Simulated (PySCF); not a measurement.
# PBE0 on Nd+ (neodymium, charge +1)

Configuration: [Xe] 4f4 6s1, one real determinant. Computed with PySCF 2.14 in x2c-TZVPPall (11s7p7d4f2g, 113 functions), with scalar relativity by spin-free X2C-1e.

* Total energy: -9622.70 hartree
* One-electron energy: -13127.28 hartree
* Hartree (Coulomb) energy: 3729.51 hartree
* Exchange-correlation energy: -224.93 hartree
* ⟨S²⟩: 8.7512
* ⟨L²⟩: 34.005
* Sum of ⟨r⟩: 39.09 bohr
* Sum of ⟨r²⟩: 60.48 bohr²
* Traceless quadrupole moment −½Σ⟨3z² − r²⟩ along its main axis: -0.0495 e·bohr²
* Langevin diamagnetic susceptibility: -47.9 ×10⁻⁶ cm³/mol
* Time after the integrals: roughly 7 core-seconds

| shell | electrons | mean orbital energy (eV) | spread (eV) | rms radius, mean of both spins (bohr) |
| --- | --- | --- | --- | --- |
| 1s α | 1 | -43424.2 | 0 | 0.0269 |
| 1s β | 1 | -43424.2 | 0 | 0.0269 |
| 2s α | 1 | -7056.9 | 0 | 0.109 |
| 2s β | 1 | -7056.9 | 0 | 0.109 |
| 2p α | 3 | -6316.0 | 0.042 | 0.0978 |
| 2p β | 3 | -6316.0 | 0.044 | 0.0978 |
| 3s α | 1 | -1547.8 | 0 | 0.284 |
| 3s β | 1 | -1546.6 | 0 | 0.284 |
| 3p α | 3 | -1312.0 | 0.189 | 0.284 |
| 3p β | 3 | -1310.8 | 0.258 | 0.284 |
| 3d α | 5 | -980.54 | 0.133 | 0.262 |
| 3d β | 5 | -979.39 | 0.321 | 0.262 |
| 4s α | 1 | -318.87 | 0 | 0.645 |
| 4s β | 1 | -315.41 | 0 | 0.645 |
| 4p α | 3 | -240.86 | 0.259 | 0.685 |
| 4p β | 3 | -237.23 | 0.450 | 0.685 |
| 4d α | 5 | -128.33 | 0.336 | 0.763 |
| 4d β | 5 | -124.19 | 0.728 | 0.763 |
| 5s α | 1 | -49.768 | 0 | 1.57 |
| 5s β | 1 | -47.721 | 0 | 1.57 |
| 5p α | 3 | -30.228 | 0.108 | 1.85 |
| 5p β | 3 | -28.597 | 0.193 | 1.85 |
| 4f α | 4 | -10.950 | 0.704 | 1.22 |
| 6s α | 1 | -9.010 | 0 | 4.28 |

⟨L²⟩ = 34.01 against 42 for a pure I term, so this real determinant mixes terms. Spin-orbit coupling, absent here, splits the open shell strongly.

Densities and radii are taken from the X2C orbitals without a picture-change correction, which distorts them close to the nucleus.
